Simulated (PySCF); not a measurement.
Electric field gradients and quadrupole coupling constants

Compound: C6H15OP.
Structure used (GFN2-xTB), in Å, numbered top down from 1:
```
atom  x, y, z in Å
C1    -1.3467   -0.7812   -1.3896
C2    -1.1126   -0.0335   -0.0773
C3    -2.1012   -0.5330    0.9806
C4    -1.3160    1.4648   -0.2981
C5     0.3137   -0.2918    0.4219
P6     1.6484    0.2136   -0.7741
C7     3.0919   -0.0883    0.3864
O8     3.1571    0.9169    1.3674
H9    -2.3655   -0.6309   -1.7398
H10   -1.1822   -1.8490   -1.2582
H11   -0.6622   -0.4155   -2.1544
H12   -3.1227   -0.3327    0.6651
H13   -1.9317   -0.0326    1.9316
H14   -1.9954   -1.6052    1.1337
H15   -2.3216    1.6655   -0.6604
H16   -1.1675    2.0117    0.6304
H17   -0.6032    1.8340   -1.0341
H18    0.4446   -1.3495    0.6705
H19    0.4941    0.2921    1.3311
H20    1.7929   -1.0243   -1.4142
H21    4.0212   -0.1384   -0.1995
H22    2.9635   -1.0321    0.9238
H23    3.2962    1.7666    0.9331
```

Field gradients from the PBE0/pcSseg-1 density (PySCF, non-relativistic), principal values in atomic units, ordered |Vxx| ≤ |Vyy| ≤ |Vzz|:

```csv
atom,Vxx,Vyy,Vzz
O8,0.0655,1.9047,-1.9702
```

Question: Find the asymmetry η = (Vxx − Vyy)/Vzz and the couplings χ = eQV/h (234.96 MHz × Q in barn × V in au), with Q(17O) = −0.0256 b.

Answer: 
```
atom     environment  nucleus     η  χzz (MHz)  χxx (MHz)  χyy (MHz)
  O8  alcohol oxygen      17O  0.93      11.85      -0.39     -11.46
```

At O8 η is above 0.9: Vyy and Vzz are nearly equal in size and opposite in sign, so a small change could swap them and flip the sign of χzz. The tensor is traceless: Vxx + Vyy + Vzz = 0.

Question: What is Vzz at O8 in SI units (1 au = 9.71736 × 10²¹ V/m²)?

Answer: -1.9702 au = -19.146 × 10²¹ V/m².

Were the hydrogens deuterons (Q(2H) = 0.00286 b), χzz would run from 131 kHz (H20) to 311 kHz (H23).

Isolated species at its GFN2-xTB geometry (one conformer only). GFN2-xTB bond lengths can be off by several hundredths of an ångström, more for odd bonds, and the gradients follow them. The basis is small and wasn't made for field gradients, so the couplings can be 20 % off.
